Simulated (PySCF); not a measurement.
HfN(OH) (singlet). Method: PBE0/[Hf def2-TZVP with ECP60, N def2-TZVP, O def2-TZVP, H def2-TZVP], scalar-relativistic core potentials, density fitting, no spin–orbit coupling, PySCF.

Harmonic bands of its minimum:

```tsv
ω (cm⁻¹)	IR (km/mol)
245	29.8
592	113
613	245
652	2.4
942	35.9
3914	122
```

Task: The central atom is Hf. Infer the point group and assign the bands.

Result: Cs. The modes span 5a' + a'': 245 a', 592 a'', 613 a', 652 a', 942 a', 3914 a'. The computed geometry has Hf–N 1.745 Å, Hf–O 1.963 Å, O–H 0.959 Å; H–O–Hf 120.3°, N–Hf–O 105.0°.

Other isomers or separated fragments may lie lower. With an element this heavy the missing spin–orbit coupling can shift these numbers.
